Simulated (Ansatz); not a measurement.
Breaking the C4–H5 bond in CH5Bi (SMILES [CH3][BiH2]) (multiplicity 1 held, fragments rigid). Energies count from the point at 1.088 Å.
Geometry at that point (charge 0, multiplicity 1):
```xyz
7

Bi    -0.1144    -0.1388     0.1427
H      0.1011    -1.4563    -1.0658
H     -1.6344     0.3793    -0.6723
C      1.1592     1.3240    -1.0635
H      0.9950     2.3241    -0.6682
H      0.8759     1.2806    -2.1106
H      2.2039     1.0455    -0.9423
```

Restricted levels (R-, RO-) in cc, def2 and unpolarised 6-31G sets keep to the state of the molecule at rest. Unrestricted levels (U-) break spin symmetry where that is lower. Active spaces are followed from a long bond inwards. Levels need not reach the same state.

Cores are frozen in the correlated methods. Filled d and f shells under p-block atoms count as core.

Codes used: Ansatz (a first-principles code). Each number belongs to the level named beside it. In def2 rows elements past Kr take small-core potentials, without spin–orbit coupling.

Energies in kcal/mol.

```csv
R (Å),U-r2SCAN/def2-TZVPP,R-B3LYP/def2-TZVPP,"CASSCF(2,2)/def2-TZVPP","SC-NEVPT2 on CASSCF(2,2)/def2-TZVPP","FIC-MRCISD+Q on CASSCF(2,2)/def2-TZVPP"
0.870,28.9,28.5,31.0,29.9,29.2
0.979,5.7,5.6,6.7,6.2,5.8
1.088,0.0,0.0,0.0,0.0,0.0
1.197,3.7,3.8,2.8,3.3,3.7
1.305,12.4,12.4,10.5,11.6,12.3
1.469,29.2,29.2,25.7,28.0,29.0
1.632,47.1,46.9,41.6,45.1,46.2
1.904,74.2,73.8,64.4,70.2,71.3
2.176,92.7,95.8,80.8,88.7,89.7
2.502,103.2,116.0,92.6,102.4,103.2
2.937,109.2,134.5,99.4,110.6,111.3
3.481,111.6,148.5,101.8,113.7,114.4
```

Doubts at one or more of the structures used: a spin-contaminated determinant (U-r2SCAN/def2-TZVPP); a restricted determinant that unrestricted orbitals would lower (R-B3LYP/def2-TZVPP).
